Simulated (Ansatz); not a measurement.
Reaction (redistribution): `[F][Ti]([F])([F])[Br]` + `[OH][Sn][Br]` → `[OH][Ti]([F])([F])[Br]` + `[F][Sn][Br]`

Isolated molecules relaxed with PBE0-D4/def2-TZVP in Ansatz; ΔE leaves out vibrations. CCSD(T)/CBS adds triple-zeta CCSD(T) − MP2 to the extrapolated MP2 energy (def2 sets, frozen cores). def2 core potentials past Kr. For Br, Sn, Ti outer-core shells are correlated without core-valence functions, which leaves a few kJ/mol of doubt a bond. Scalar relativity is left out up to krypton. Each species was taken in one conformer, which may not be the lowest.

`[F][Ti]([F])([F])[Br]`:

Z-matrix (Å, degrees):
```
Ti
F 1 1.736
F 1 1.736 2 109.3
Br 1 2.331 2 109.6 3 120.2
F 1 1.736 2 109.3 3 -119.6
```

`[OH][Sn][Br]`:

Z-matrix (Å, degrees):
```
O
Sn 1 1.975
H 1 0.962 2 114.8
Br 2 2.517 1 94.6 3 179.9
```

`[OH][Ti]([F])([F])[Br]`:

```xyz
6

O     0.937   -0.841   -0.561
Ti   -0.279    0.090    0.300
F     0.499    1.351    1.221
F    -1.162   -0.977    1.360
Br   -1.733    1.094   -1.248
H     1.738   -0.718   -1.072
```

`[F][Sn][Br]`:

Z-matrix (Å, degrees):
```
Sn
F 1 1.936
Br 1 2.515 2 97.3
```

```json
{"species": "`[F][Ti]([F])([F])[Br]`", "CCSD(T)/CBS(def2) energy (Eh)": "-3721.88725"}
{"species": "`[OH][Sn][Br]`", "CCSD(T)/CBS(def2) energy (Eh)": "-2863.20849"}
{"species": "`[OH][Ti]([F])([F])[Br]`", "CCSD(T)/CBS(def2) energy (Eh)": "-3697.85928"}
{"species": "`[F][Sn][Br]`", "CCSD(T)/CBS(def2) energy (Eh)": "-2887.23951"}
```

Question: Work out ΔE.

Answer: ΔE = (-3697.85928) + (-2887.23951) − (-3721.88725) − (-2863.20849) = -0.00305 Eh = -8.0 kJ/mol.

Question: What do rigid-rotor, harmonic-oscillator terms from PBE0-D4/def2-TZVP frequencies (298.15 K, 1 bar) make of the CCSD(T)/CBS value? (Estimate.)

Answer: Computed: ΔZPE = -3.4 kJ/mol, ΔH = -9.9 kJ/mol, ΔS = 20 J/(mol·K), ΔG = -15.9 kJ/mol.

Largest T1 diagnostic among the species: 0.022, so the coupled-cluster value is less sure than usual.

In def2-TZVPP, CCSD(T) changes the Hartree–Fock value by +10.0 kJ/mol (the triples alone add +1.8 kJ/mol) and MP2 by +9.7 kJ/mol. Leaving LDA and LC-ωPBE aside and taking each functional with its dispersion term where it has one, the values, not all of them listed here, spread over 9.9 kJ/mol, from BHLYP-D4 to r2SCAN-D4.
